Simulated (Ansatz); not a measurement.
Program: Ansatz. Geometries: PBE0-D4/def2-TZVP. ΔE: electronic, gas phase. CCSD(T)/CBS adds triple-zeta CCSD(T) − MP2 to the extrapolated MP2 energy (def2 sets, frozen cores). Functionals use def2-TZVPP. Each species was taken in one conformer, which may not be the lowest.

Reaction (formal exchange of groups at the Si–N bond): `N[SiH]1NC[SiH2]1` + `FC[SiH3]` → `[SiH3][SiH]1NC[SiH2]1` + `NCF`

CCSD(T)/CBS gives +0.76 eV.

(1) Another level gave +0.67 eV. Which?
A. PBE-D4/def2-TZVPP
B. CCSD/def2-TZVPP
C. r2SCAN-D4/def2-TZVPP
D. PBE0-D4/def2-TZVPP

Largest T1 diagnostic among the species: 0.013.

Answers

(1) C. r2SCAN-D4 0.67, PBE0-D4 0.57, PBE-D4 0.53, CCSD/def2-TZVPP 0.74 eV.

From PBE to PBE0 (25 % exact exchange), in def2-TZVPP and without D4, ΔE moves by +0.04 eV.
